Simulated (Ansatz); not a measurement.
The first iterations of a band of CH4OSSi (8 atoms, charge 0, multiplicity 1).

Method: RKS B3LYP-D4/def2-SVP (Ansatz).

| Property | Result |
| --- | --- |
| movable images | 8 |
| climbing image | no |
| spring | 5.0 eV/Å² |
| optimiser | quadratic models (default) |
| start path | through a guess of the saddle point |
| force threshold | 0.05 eV/Å |
| iteration limit | 60 |
| end points | relaxed |

Image 0:

```xyz
8
Properties=species:S:1:pos:R:3
O -1.245 1.332 0.342
C -1.030 1.071 -0.813
S 0.126 -0.163 -1.391
Si 0.796 -0.827 0.586
H -1.542 1.581 -1.662
H -0.341 -1.389 1.357
H 1.785 -1.892 0.267
H 1.451 0.288 1.314
```

Image 9:

```xyz
8
Properties=species:S:1:pos:R:3
O -1.421 1.842 1.139
C -1.974 2.363 0.301
S 0.398 0.261 -1.610
Si 0.745 -0.766 0.262
H -0.269 -0.766 -2.189
H -0.533 -1.169 0.915
H 1.586 -1.982 0.070
H 1.468 0.217 1.111
```

| iteration | highest image above the first end (eV) | largest band force component (eV/Å) |
| --- | --- | --- |
| 1 | 4.951 | 14.767 |
| 2 | 4.710 | 5.661 |
| 3 | 4.600 | 3.016 |
| 4 | 4.054 | 2.518 |
| 5 | 3.564 | 3.208 |
| 6 | 3.164 | 3.352 |
| 7 | 2.977 | 2.866 |
| 8 | 2.793 | 2.216 |
| 9 | 2.580 | 1.277 |
| 10 | 2.277 | 1.493 |
| 11 | 2.168 | 0.562 |
| 12 | 1.997 | 0.582 |
| 13 | 1.913 | 0.698 |
| 14 | 1.877 | 0.499 |
| 15 | 1.862 | 0.166 |

Does the band converge within its limit, and where does its top end?

It converged. It ended after 46 iterations with the highest image 1.769 eV above the first end. Neighbouring images differ by up to 1.4 eV, so the band resolves the path poorly. No image climbed, so the highest image needn't sit at the top of the path. The orbitals stay closed-shell, which can raise the energy where a bond breaks towards radicals; this wasn't checked here.

The run took 9.8 min on 2 threads of Arm Neoverse V1, on a shared host, peak memory 0.17 GiB.
